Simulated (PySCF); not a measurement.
Screening by computed properties: pick the candidate that meets the target.

Each SMILES stands for a single optimised conformer of the isolated species, non-relativistic unless stated. Electronic properties by PySCF.

Dipoles, sizes and rotational constants follow the conformer. The torsions of the flexible species, by atom-mapped SMILES:
- `[CH3:1][CH2:2][C:3]1=[CH:4][CH2:5][CH:6]=[CH:7][O:8]1`: C1–C2–C3–C4 -109°
- `[CH3:1][O:2][CH2:3][CH2:4][C:5]([CH3:6])([F:7])[F:8]`: C1–O2–C3–C4 -179°, O2–C3–C4–C5 -78°, C3–C4–C5–C6 66°

The conformers of `O=CO[C@H]([SiH3])[SiH](O)O`, `O=CO[Si](O)(O)C[SiH3]`, `O[Si]1(O[SiH3])OCCO1` and `N[C@@H]1C=C[S@@](=O)CC1` aren't listed.

(1) Wanted: lowest triplet excitation (Tamm–Dancoff) between 5.4 eV and 7 eV (TDA CAM-B3LYP/def2-SVPD) and static isotropic polarisability below 87 au (CAM-B3LYP/def2-SVPD), at GFN2-xTB geometries. Which candidate meets both?
A. `O=CO[Si](O)(O)C[SiH3]`
B. `O[Si]1(O[SiH3])OCCO1`
C. `O=CO[C@H]([SiH3])[SiH](O)O`
D. `CCC1=CCC=CO1`
E. `COCCC(C)(F)F`

(2) Wanted: HOMO energy below -9.8 eV (CAM-B3LYP/def2-SVPD) and lowest singlet excitation below 7 eV (TDDFT CAM-B3LYP/def2-SVPD), at GFN2-xTB geometries. Which candidate meets both?
A. `N[C@@H]1C=C[S@@](=O)CC1`
B. `COCCC(C)(F)F`
C. `O=CO[C@H]([SiH3])[SiH](O)O`
D. `CCC1=CCC=CO1`
E. `O=CO[Si](O)(O)C[SiH3]`

Results:

(1) B. Computed values:
| species | lowest triplet excitation (Tamm–Dancoff) | static isotropic polarisability |
| --- | --- | --- |
| CCC1=CCC=CO1 | 3.88 eV | 83.0 au |
| O=CO[Si](O)(O)C[SiH3] | 5.34 eV | 85.4 au |
| O=CO[C@H]([SiH3])[SiH](O)O | 5.47 eV | 88.0 au |
| O[Si]1(O[SiH3])OCCO1 | 6.95 eV | 78.8 au |
| COCCC(C)(F)F | 7.10 eV | 68.2 au |

(2) E. Computed values:
| species | HOMO energy | lowest singlet excitation |
| --- | --- | --- |
| O=CO[Si](O)(O)C[SiH3] | -10.07 eV | 5.88 eV |
| O=CO[C@H]([SiH3])[SiH](O)O | -9.44 eV | 5.99 eV |
| COCCC(C)(F)F | -9.25 eV | 7.29 eV |
| N[C@@H]1C=C[S@@](=O)CC1 | -8.06 eV | 5.10 eV |
| CCC1=CCC=CO1 | -7.32 eV | 5.26 eV |
